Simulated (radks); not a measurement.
Values are calculated unless marked as measured or tabulated.
Q: The mean radii <r> (bohr) of the occupied orbitals of an atom or ion are listed with their occupations. Code: a radial shooting solver on a logarithmic mesh with Libxc functionals. Model: non-relativistic Kohn-Sham, PBE, spin-polarised, spherical densities, point nucleus.

| orbital | occ. | <r> |
|---|---|---|
| 1s up | 1 | 0.04058 |
| 4s up | 1 | 0.6601 |

Name the element and its charge. Open shells, if any, are filled with parallel spins first.

A: Z = 37, rubidium, charge +35: Rb35+ in 1s1 4s1. The 1s radius gives Z: for a bare nucleus <r> = 1.5/Z, 0.04054 bohr for Z = 37, and screening makes it slightly larger (0.04058 here). The occupations add up to 2, and the charge is Z minus that.
